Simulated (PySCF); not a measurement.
trifluoroacetic acid (C2HF3O2), SMILES FC(F)(C(O)=O)F. Atoms are numbered in the order given.

```xyz
8

O      1.0548     1.5214     0.0000
C     -0.1569     0.9403     0.0000
O     -1.2213     1.5109     0.0000
C     -0.0006    -0.6035     0.0000
F      0.6784    -1.0052     1.0937
F     -1.2034    -1.1863     0.0000
F      0.6784    -1.0052    -1.0937
H      0.8968     2.4914     0.0000
```
Charge 0, spin multiplicity 1.

Coordinates come from a PBE-D3(BJ)/def2-SVP optimisation. One conformer was computed; it need not be the lowest.

These are PySCF with B3LYP/pcSseg-1 values and carry that method's errors.

GIAO shieldings, no solvent; atoms alike by connectivity are averaged. δ = σ(ref) − σ: ¹⁷O against H2O (σ = 333.8 ppm); ¹³C against TMS (σ = 181.3 ppm); ¹⁹F against CFCl3 (σ = 161.7 ppm); ¹H against TMS (σ = 31.68 ppm), references at their B3LYP-D3(BJ)/def2-TZVP geometries, non-relativistic.

| atoms | nucleus | count | δ (ppm) |
|---|---|---|---|
| O3 | ¹⁷O | 1 | 459.6 |
| O1 | ¹⁷O | 1 | ? |
| C2 | ¹³C | 1 | ? |
| C4 | ¹³C | 1 | 128.9 |
| F5, F6, F7 | ¹⁹F | 3 | -87.0 |
| H8 | ¹H | 1 | ? |

Task: Some entries are withheld; supply them. (An estimate is asked for; the answer gives what the named calculation found.)

Result: 
- H8, δ (ppm): 6.87
- C2, δ (ppm): 169.0
- O1, δ (ppm): 218.4
